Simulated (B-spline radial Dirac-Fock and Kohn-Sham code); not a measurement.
## Te 5p1/2: cross section and angular parameters

System: the free tellurium atom, configuration [Kr] 4d10 5s2 5p4; threshold 8.81 eV (orbital energy of the model). The computed values come from a radial finite-basis atomic code: Dirac-Hartree-Slater photoionisation with a Latter tail; cross sections with all multipoles, angular parameters from the dipole term and its interference with E2.

For linearly polarised light dσ/dΩ = σ/(4π) [1 + β P₂(cos θ) + (δ + γ cos²θ) sin θ cos φ], with θ from the polarisation vector and φ the angle between the beam and the projection of the electron momentum on the plane normal to the polarisation.

| hν (eV) | σ (kb) | β | γ | δ |
| --- | --- | --- | --- | --- |
| 60 | 74.2 | 0.571 | 0.308 | -0.029 |
| 65.4 | 58.3 | 0.359 | 0.281 | -0.026 |
| 98.1 | 25.4 | -0.068 | 0.012 | 0.007 |
| 99.7 | 24.8 | -0.063 | 0.004 | 0.008 |
| 142 | 16.4 | 0.316 | -0.039 | 0.027 |
| 160 | 14.7 | 0.498 | -0.004 | 0.028 |
| 166 | 14.2 | 0.554 | 0.010 | 0.028 |
| 216 | 11.3 | 0.913 | 0.121 | 0.023 |
| 341 | 7.30 | 1.347 | 0.233 | 0.010 |
| 400 | ? | ? | ? | ? |
| 439 | 5.49 | 1.495 | 0.221 | 0.005 |
| 498 | 4.71 | 1.549 | 0.199 | 0.003 |
| 600 | 3.69 | 1.612 | 0.152 | 0.001 |
| 831 | 2.30 | 1.680 | 0.057 | -0.001 |
| 2480 | 0.327 | 1.660 | 0.109 | 0.000 |
| 2984.4 | 0.222 | 1.630 | 0.207 | 0.002 |
| 3310 | 0.178 | 1.611 | 0.273 | 0.004 |
| 3610 | 0.147 | 1.594 | 0.334 | 0.006 |
| 4870 | 0.0745 | 1.526 | 0.581 | 0.014 |
| 5060 | 0.0681 | 1.517 | 0.616 | 0.016 |
| 5800 | 0.0490 | 1.481 | 0.747 | 0.022 |
| 6000 | 0.0451 | 1.471 | 0.781 | 0.024 |
| 6380 | 0.0388 | 1.454 | 0.844 | 0.028 |
| 7450 | 0.0262 | 1.408 | 1.006 | 0.038 |
| 8020 | 0.0217 | 1.385 | 1.085 | 0.044 |
| 9251.7 | 0.0149 | 1.339 | 1.243 | 0.057 |
| 12000 | 0.00739 | 1.250 | 1.537 | 0.087 |
| 12700 | 0.00631 | 1.229 | 1.602 | 0.095 |
| 13100 | 0.00579 | 1.218 | 1.637 | 0.100 |
| 15000 | 0.00395 | 1.167 | 1.789 | 0.121 |

Task: Give the values at 400 eV.

Result: σ = 6.12 kb, β = 1.446, γ = 0.231, δ = 0.007.
